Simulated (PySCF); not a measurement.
A geometry optimisation, step by step.

Compound: CH5F2PSi.
Numbering: `[F:1][CH:2]([F:3])[SiH2:4][PH2:5]` (hydrogens: H6 on C2; H7, H8 on Si4; H9, H10 on P5)

Method: PBE0-D3(BJ)/def2-SVP geometry optimisation, gas phase (PySCF); density fitting, grid level 1; the optimiser is geomeTRIC in internal coordinates, started from a GFN2-xTB structure with every atom displaced at random (about 0.01 Å). The frame can shift and turn from step to step; on so coarse a grid that alone can change the energy by a few meV, and forces under 0.02 eV/Å are noise.

Step 0: E = -23694.5297 eV, largest atomic force 1.921 eV/Å
```
atom  x, y, z in Å  |  force x, y, z in eV/Å
F1     -1.007   -1.573   -0.863   -0.164   0.715   0.108
C2     -1.388   -0.476   -0.109    0.726  -0.684   0.084
F3     -1.668   -0.962    1.126    0.053   0.189   0.177
Si4     0.108    0.806   -0.028   -1.471  -0.809  -0.076
P5      1.793   -0.367    0.767   -0.239   0.039   1.906
H6     -2.335   -0.089   -0.514   -0.056   0.131  -0.279
H7      0.164    1.358   -1.380    0.264   0.302  -0.566
H8     -0.345    1.835    0.918    0.057   0.375   0.291
H9      1.975   -1.120   -0.348    0.121  -0.932  -1.447
H10     2.754    0.566    0.411    0.709   0.674  -0.199
```

Step 1: E = -23694.6833 eV, largest atomic force 0.390 eV/Å
```
atom  x, y, z in Å  |  force x, y, z in eV/Å
F1     -0.681   -1.559   -0.944   -0.135  -0.104   0.062
C2     -1.297   -0.639   -0.145   -0.011   0.260  -0.109
F3     -1.533   -1.201    1.064    0.028  -0.054  -0.055
Si4    -0.067    0.841    0.015    0.070  -0.134  -0.047
P5      1.747   -0.203    0.855    0.301  -0.066  -0.237
H6     -2.272   -0.394   -0.608    0.008  -0.053   0.025
H7      0.089    1.430   -1.350    0.004   0.017   0.021
H8     -0.573    1.876    0.959   -0.051  -0.008   0.023
H9      1.939   -0.979   -0.350   -0.053   0.235   0.307
H10     2.697    0.809    0.480   -0.160  -0.093   0.009
```

Step 2: E = -23694.7041 eV, largest atomic force 0.112 eV/Å
```
atom  x, y, z in Å  |  force x, y, z in eV/Å
F1     -0.748   -1.589   -0.954   -0.009  -0.001  -0.012
C2     -1.315   -0.640   -0.154    0.011   0.015  -0.105
F3     -1.556   -1.204    1.053    0.014   0.013   0.082
Si4    -0.051    0.814    0.011    0.002  -0.111   0.015
P5      1.784   -0.190    0.864    0.047  -0.014  -0.016
H6     -2.290   -0.374   -0.603    0.000   0.060   0.008
H7      0.111    1.418   -1.346    0.012   0.003   0.003
H8     -0.565    1.842    0.960   -0.042  -0.009   0.001
H9      1.991   -0.947   -0.332    0.005   0.027   0.043
H10     2.686    0.850    0.478   -0.040   0.017  -0.018
```

Step 3: E = -23694.7106 eV, largest atomic force 0.097 eV/Å
```
atom  x, y, z in Å  |  force x, y, z in eV/Å
F1     -0.790   -1.604   -0.968   -0.037   0.026   0.021
C2     -1.325   -0.642   -0.162    0.050  -0.028  -0.070
F3     -1.569   -1.198    1.050   -0.010  -0.009   0.027
Si4    -0.041    0.785    0.010    0.003  -0.018   0.035
P5      1.810   -0.182    0.873   -0.048   0.028   0.080
H6     -2.295   -0.343   -0.601   -0.005   0.012   0.010
H7      0.128    1.401   -1.341    0.016   0.000  -0.005
H8     -0.574    1.805    0.960   -0.013  -0.001  -0.009
H9      2.041   -0.931   -0.317    0.023  -0.051  -0.074
H10     2.663    0.890    0.472    0.021   0.040  -0.014
```

Step 4: E = -23694.7119 eV, largest atomic force 0.056 eV/Å
```
atom  x, y, z in Å  |  force x, y, z in eV/Å
F1     -0.815   -1.612   -0.976   -0.014   0.024   0.015
C2     -1.330   -0.644   -0.166    0.021  -0.036  -0.038
F3     -1.578   -1.200    1.047    0.000  -0.006   0.011
Si4    -0.037    0.773    0.010   -0.004   0.003   0.016
P5      1.820   -0.176    0.878   -0.021   0.014   0.031
H6     -2.298   -0.330   -0.600   -0.003   0.013   0.006
H7      0.142    1.392   -1.337    0.006  -0.006  -0.003
H8     -0.579    1.790    0.958   -0.002   0.002  -0.007
H9      2.067   -0.925   -0.311    0.008  -0.018  -0.031
H10     2.655    0.912    0.474    0.009   0.009   0.000
```

Step 5: E = -23694.7121 eV, largest atomic force 0.021 eV/Å
```
atom  x, y, z in Å  |  force x, y, z in eV/Å
F1     -0.822   -1.613   -0.982   -0.005   0.011   0.002
C2     -1.331   -0.645   -0.169    0.010  -0.014  -0.012
F3     -1.579   -1.202    1.044    0.001  -0.004   0.000
Si4    -0.036    0.769    0.010   -0.003   0.007   0.006
P5      1.822   -0.174    0.883   -0.003  -0.001   0.001
H6     -2.299   -0.324   -0.599   -0.002   0.003   0.005
H7      0.147    1.388   -1.337    0.003  -0.005  -0.002
H8     -0.582    1.787    0.955   -0.001   0.004  -0.004
H9      2.075   -0.922   -0.308    0.000   0.002   0.000
H10     2.653    0.917    0.480    0.000  -0.002   0.004
```

Question: Summarise the path.

Answer: The energy falls by 0.1824 eV from step 0 to step 5; nine tenths of that is first reached at step 2. It falls at every step. The largest force goes from 1.921 to 0.021 eV/Å. Among the bonds P5–H9 changes most, from 1.358 to 1.429 Å; the atoms move by 0.057 Å rms after alignment.

The cost below is that of the whole optimisation. On Arm Neoverse N1, one thread, shared host with 64 logical CPUs at a one-minute load of 30, this took 33 s of wall time and 0.42 GiB of memory at its peak.
